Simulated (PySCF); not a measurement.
Al(GeH3)(H)(OMe) (CH₇AlGeO), SMILES [O]([AlH][GeH3])C.

Coordinates come from a PBE-D3(BJ)/def2-SVP optimisation. The structure was generated by enumeration; whether it is a known compound was not checked. The values are those of a single conformer.

Calculation: PBE-D3(BJ)/def2-SVP in PySCF.

Frequencies are harmonic and unscaled.

Computed vibrational spectrum:
```
mode  ν (cm⁻¹)  IR (km/mol)  moving atoms (share of kinetic energy)
----  --------  -----------  --------------------------------------
1            1          0.0                                  H 95 %
2           74          2.7        C 44 %, H 24 %, Ge 19 %, Al 12 %
3          102          0.1                                  H 98 %
4          154         13.9          O 58 %, H 21 %, Al 13 %, C 8 %
5          197         10.1                 O 54 %, H 21 %, Al 12 %
6          299          5.0                Al 48 %, Ge 24 %, H 23 %
7          326         35.0                                  H 97 %
8          403         21.7                         H 69 %, Al 19 %
9          454         35.0                         H 80 %, Al 16 %
10         621        149.3                                  H 87 %
11         701        182.5         Al 45 %, O 21 %, H 17 %, C 17 %
12         765         73.9                                  H 93 %
13         856         28.2                                  H 99 %
14         857         28.1                                  H 99 %
15        1137         45.9                  H 64 %, C 23 %, O 12 %
16        1145          0.1                          H 76 %, C 19 %
17        1193        211.3                  O 52 %, C 32 %, H 13 %
18        1419          0.8                                  H 97 %
19        1423          1.9                                  H 94 %
20        1429         21.6                           H 91 %, C 8 %
21        1896        195.1                                  H 96 %
22        2046         66.9                                  H 99 %
23        2057        102.9                                  H 98 %
24        2061        119.9                                  H 98 %
25        2907         90.7                                  H 97 %
26        2985         48.1                           H 91 %, C 9 %
27        3001         31.5                          H 90 %, C 10 %
```
